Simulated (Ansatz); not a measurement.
Start from `Cl[SiH]1[CH2][AlH]1` and change one atom or group to get `[F][Al]1[CH2][SiH]1Cl`.

Ansatz, PBE0-D4/def2-TZVP geometries, multiplicity 1. 

```
                                                                                  property  `Cl[SiH]1[CH2][AlH]1`
                                                     HOMO–LUMO gap (B3LYP/def2-TZVPP) / eV                   3.84
                                            zero-point energy (PBE0-D4/def2-TZVP) / kJ/mol                  109.4
                                                       HOMO energy (B3LYP/def2-TZVPP) / eV                  -6.04
                                                     LUMO energy (ωB97M-V/def2-TZVPP) / eV                  -0.35
                                                       HOMO–LUMO gap (PBE/def2-TZVPP) / eV                   2.43
ideal-gas entropy at 298 K and 1 bar (rigid rotor, harmonic PBE0-D4/def2-TZVP) / J/(mol·K)                    333
```

Give the same properties after the change, and the shifts. (Best estimate.)

Computed: 
```tsv
property	`[F][Al]1[CH2][SiH]1Cl`	shift
HOMO–LUMO gap (B3LYP/def2-TZVPP) / eV	4.52	0.68
zero-point energy (PBE0-D4/def2-TZVP) / kJ/mol	100.5	-8.9
HOMO energy (B3LYP/def2-TZVPP) / eV	-6.48	-0.44
LUMO energy (ωB97M-V/def2-TZVPP) / eV	-0.04	0.31
HOMO–LUMO gap (PBE/def2-TZVPP) / eV	3.08	0.65
ideal-gas entropy at 298 K and 1 bar (rigid rotor, harmonic PBE0-D4/def2-TZVP) / J/(mol·K)	355	22
```

With PBE0 the HOMO falls by 0.44 eV and the LUMO rises by 0.26 eV, so the gap widens by about 0.70 eV. PBE moves the HOMO by -0.40 eV and ωB97M-V by -0.46 eV.

B3LYP here is the variant with VWN-RPA as its local correlation; programs differ in this.
